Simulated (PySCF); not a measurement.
Isotope clusters of molecular radical cations, worked from isotope masses and abundances (centroid m/z, relative intensity):

1. 145.0917 (100.0), 146.0934 (12.1), 147.0899 (4.1)
2. 158.0062 (100.0), 159.0074 (11.3), 160.0033 (35.8), 161.0045 (3.8), 162.0009 (1.2)
3. 114.0495 (100.0), 115.0511 (10.6), 116.0475 (4.0)
4. 128.0110 (100.0), 129.0125 (11.4), 130.0077 (8.4), 131.0093 (0.7)

Lines and terms under 0.3 % are left out. Candidates, as SMILES:
A. `N[SiH2]COC1CCCC1`
B. `C=C/C=C(/C)O[SiH3]`
C. `[SiH3]Cc1ccsc1`
D. `C=CC[Si@@H](Cl)/N=C/C#N`

Problem. Match clusters and compounds, and give each formula.

Solution. 
1 = A, C6H15NOSi, monoisotopic mass of the neutral 145.0923 u; relative to that species, one 13C gives 6.5 % at +1, one 29Si gives 5.1 % at +1, one 15N gives 0.4 % at +1 and one 30Si gives 3.3 % at +2.
2 = D, C5H7ClN2Si, monoisotopic mass of the neutral 158.0067 u; relative to that species, one 13C gives 5.4 % at +1, one 29Si gives 5.1 % at +1, one 15N gives 0.7 % at +1, one 37Cl gives 32.0 % at +2 and one 30Si gives 3.3 % at +2.
3 = B, C5H10OSi, monoisotopic mass of the neutral 114.0501 u; relative to that species, one 13C gives 5.4 % at +1, one 29Si gives 5.1 % at +1 and one 30Si gives 3.3 % at +2.
4 = C, C5H8SSi, monoisotopic mass of the neutral 128.0116 u; relative to that species, one 13C gives 5.4 % at +1, one 29Si gives 5.1 % at +1, one 33S gives 0.8 % at +1, one 34S gives 4.5 % at +2 and one 30Si gives 3.3 % at +2.

Problem. What is the mean mass of the whole cluster 4, and how does it compare with the molar mass?

Solution. 128.268 u over all lines, faint ones too (the ion lacks one electron, 0.0005 u); standard atomic weights give 128.264 g/mol for C5H8SSi.

Problem. Give the exact less the nominal mass of each, in mDa.

Solution. C6H15NOSi +92.3, C5H10OSi +50.1, C5H8SSi +11.6, C5H7ClN2Si +6.7 (neutral, monoisotopic).

Abundances used (%; other tables differ somewhat): 14N 99.632, 15N 0.368; 28Si 92.2297, 29Si 4.6832, 30Si 3.0872; 12C 98.93, 13C 1.07; 16O 99.757, 17O 0.038, 18O 0.205; 1H 99.9885, 2H 0.0115; 35Cl 75.78, 37Cl 24.22; 32S 94.93, 33S 0.76, 34S 4.29, 36S 0.02.

A cluster can't tell isomers apart.

Masses and patterns are calculated from tabulated isotope masses and abundances.
